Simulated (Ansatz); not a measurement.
Ansatz results at the PBE0-D4/def2-TZVP geometry: HOMO–LUMO gap (ωB97M-V/def2-TZVPP) 12.41 eV; size of the dipole moment (ωB97M-V/def2-TZVPP) 0.80 D; HOMO energy (PBE0/def2-TZVPP) -7.62 eV.

Each molecule was computed in one conformer, which needn't be the lowest.

(1) Which molecule gave them?
A. `CC(C)(C#N)C#N`
B. `Cc1cccnc1C`
C. `CC(C)CCC(C)(C)C`
D. `C#CCCCCCC`

Answers

(1) D. The others give `CC(C)CCC(C)(C)C`: 13.11, 0.09, -8.43; `CC(C)(C#N)C#N`: 13.68, 4.53, -9.81; `Cc1cccnc1C`: 10.64, 2.14, -7.05.
